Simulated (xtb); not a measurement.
C2H4N2OSi, SMILES N#C/N=C/O[SiH3]. All values are semi-empirical tight-binding results from xtb (GFN2-xTB unless named), good for trends rather than for accurate numbers. Coordinates come from a GFN2-xTB optimisation. The structure was generated by enumeration; whether it is a known compound was not checked. One conformer was computed; it need not be the lowest.

Optimised geometry:

```xyz
10

N      3.1462     0.7211     0.8634
C      2.0866     0.3987     0.5549
N      0.8388     0.1965     0.2314
C      0.3006    -0.8953    -0.1253
O     -0.9595    -0.9684    -0.4246
Si    -2.0353     0.3165    -0.3897
H      0.8321    -1.8513    -0.2132
H     -2.1018     0.8175     0.9773
H     -1.5681     1.3297    -1.3273
H     -3.2099    -0.4227    -0.8258
```

Computed properties:
```json
{
 "point_group_as_xtb_finds_it": "Cs",
 "orbital_gap": "3.23 eV",
 "dipole_moment": "5.13 D",
 "zero_point_energy": "35.9 kcal/mol",
 "G − E(el) at 298.15 K (modified RRHO)": "15.9 kcal/mol",
 "static polarisability (D4 model)": "68.4 bohr³",
 "solvation energy, GFN2-xTB/ALPB(water)": "-5.9 kcal/mol",
 "solvation energy, GFN2-xTB/ALPB(acetonitrile)": "-7.0 kcal/mol"
}
```

Computed atomic charges and the Wiberg bond orders between heavy atoms:
charges (e) N1 -0.27, C2 0.18, N3 -0.21, C4 0.24, O5 -0.32, Si6 0.53, H7 0.03, H8 -0.05, H9 -0.05, H10 -0.06. Bond orders N1–C2 2.67, C2–N3 1.26, N3–C4 1.65, C4–O5 1.23, O5–Si6 0.89.
